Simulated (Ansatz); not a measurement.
A run for Ansatz (a quantum-chemistry and plane-wave program): U-CCSD(T)/def2-SVP on H2O2Sn (SMILES [OH][Sn][OH]), a point of a bond scan (R = 1.932 Å). Elements past Kr take the def2 small-core potentials; no spin–orbit coupling. The run froze 11 orbitals, filled d shells among them.

Ansatz 0.2 input:
```yaml
crystal:
  periodic: [false, false, false]
  atoms:
    - {symbol: Sn, position_ang: [-0.03454460, -0.00769178, 0.37357554]}
    - {symbol: O, position_ang: [0.55212536, 1.44457811, -0.84260022]}
    - {symbol: H, position_ang: [0.53319610, 0.90913157, -2.69918546]}
    - {symbol: O, position_ang: [-0.32443998, -1.27376152, -1.15356693]}
    - {symbol: H, position_ang: [-0.63691352, -2.15879840, -0.93854698]}
basis:
  gaussian:
    orbitals: def2-SVP
correlation: {method: ccsd_t, electrons: outside_noble_gas}
scf: {omitted_lower_state_checks: [cluster_reference]}
magnetization: {spin_polarized: true, initial_magnetization: 0}
```

Output:

```
WARN ansatz: RAYON_NUM_THREADS=1 ignored (pool sized by the plan → 1); use --threads N
Functional definition: HF
these checks for a lower state are left out or cut short: cluster_reference
integrals: 0.06 GiB planned
702 factors; integrals over basis functions are off by at most 8.9e-4 eV
mean field: 0.22 GiB planned
mean field evaluation 1: about -9894.8366 eV, gradient 4.1e1 eV
mean field evaluation 2: about -9894.9196 eV, gradient 4.2e1 eV
mean field evaluation 4: about -9902.8585 eV, gradient 7.2e0 eV
mean field evaluation 8: about -9903.2143 eV, gradient 2.6e-1 eV
mean field evaluation 16: about -9903.7281 eV, gradient 3.2e0 eV
mean field evaluation 32: about -9905.3013 eV, gradient 8.1e-1 eV
mean field evaluation 64: about -9905.3195 eV, gradient 2.7e-1 eV
mean field evaluation 96: about -9895.4214 eV, gradient 3.0e1 eV
mean field evaluation 128: about -9905.3167 eV, gradient 1.5e-1 eV
mean field -9905.32341232 eV, -364.0139213333 hartree, gradient 8.5e-6 eV, S^2 0.887443; 12 other end points of the search recorded, 0 dependent functions left out
11 core orbitals not correlated
reference -9905.32341232 eV, -364.0139213333 hartree; 9, 9 occupied and 44, 44 virtual orbitals, 702 factors
second order -11.05589383 eV of doubles, -0.00000000 eV of singles
coupled cluster: 0.19 GiB planned
cycle   1  -11.19364537 eV  change   -1.4e-1 eV  update   1.2e-1
cycle   2  -11.55933761 eV  change   -3.7e-1 eV  update   4.8e-2
cycle   3  -11.73805191 eV  change   -1.8e-1 eV  update   3.8e-2
cycle   4  -11.76879556 eV  change   -3.1e-2 eV  update   2.3e-2
cycle   5  -11.80224652 eV  change   -3.3e-2 eV  update   1.9e-2
cycle   6  -11.85668269 eV  change   -5.4e-2 eV  update   1.5e-2
cycle   7  -11.91147284 eV  change   -5.5e-2 eV  update   1.1e-2
cycle   8  -11.94806706 eV  change   -3.7e-2 eV  update   8.0e-3
cycle   9  -11.97138435 eV  change   -2.3e-2 eV  update   5.3e-3
cycle  10  -11.98144638 eV  change   -1.0e-2 eV  update   3.4e-3
cycle  11  -11.98618895 eV  change   -4.7e-3 eV  update   2.2e-3
cycle  12  -11.99045641 eV  change   -4.3e-3 eV  update   1.3e-3
cycle  13  -11.99103075 eV  change   -5.7e-4 eV  update   8.6e-4
cycle  14  -11.99110371 eV  change   -7.3e-5 eV  update   5.9e-4
cycle  15  -11.99179510 eV  change   -6.9e-4 eV  update   4.0e-4
cycle  16  -11.99147142 eV  change    3.2e-4 eV  update   2.5e-4
cycle  17  -11.99189638 eV  change   -4.2e-4 eV  update   1.5e-4
cycle  18  -11.99199944 eV  change   -1.0e-4 eV  update   7.3e-5
cycle  19  -11.99204177 eV  change   -4.2e-5 eV  update   4.1e-5
cycle  20  -11.99211091 eV  change   -6.9e-5 eV  update   3.1e-5
cycle  21  -11.99213935 eV  change   -2.8e-5 eV  update   2.1e-5
cycle  22  -11.99218617 eV  change   -4.7e-5 eV  update   1.6e-5
cycle  23  -11.99221307 eV  change   -2.7e-5 eV  update   9.8e-6
cycle  24  -11.99222522 eV  change   -1.2e-5 eV  update   5.0e-6
coupled cluster: 0.19 GiB planned
perturbative correction -0.44583237 eV, -0.0163840374 hartree
Total energy: -9917.76146990 eV, -364.4710115188 hartree
Checks for a lower state left out: cluster_reference
```

The calculation finished and met its thresholds. Its determinant has ⟨S²⟩ = 0.89, a mixture of spin states.

Cost: about 9 core-seconds (a rough figure).
